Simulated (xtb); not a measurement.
Sb(Cl)(TeH)2 (ClH₂SbTe₂), SMILES [Cl][Sb]([TeH])[TeH]. All values are semi-empirical tight-binding results from xtb (GFN2-xTB unless named), good for trends rather than for accurate numbers. Geometry optimised at GFN2-xTB.

Optimised geometry:

Bonds (Å): Sb1–Cl2 2.388, Sb1–Te3 2.729, Sb1–Te5 2.729, Te3–H4 1.638, Te5–H6 1.638. Angles (°): Cl2–Sb1–Te3 99.0, Cl2–Sb1–Te5 99.0, Te3–Sb1–Te5 93.6, Sb1–Te3–H4 89.0, Sb1–Te5–H6 89.0.

For metal compounds this method's bond lengths and energies can be far off.

```yaml
point_group_as_xtb_finds_it: Cs
orbital_gap: 3.58 eV
zero_point_energy: 8.8 kcal/mol
G − E(el) at 298.15 K (modified RRHO): -15.2 kcal/mol
```

Computed atomic charges and the Wiberg bond orders between heavy atoms:
charges (e) Sb1 0.30, Cl2 -0.29, Te3 -0.01, H4 0.00, Te5 -0.01, H6 0.00. Bond orders Sb1–Cl2 1.11, Sb1–Te3 1.07, Sb1–Te5 1.07.
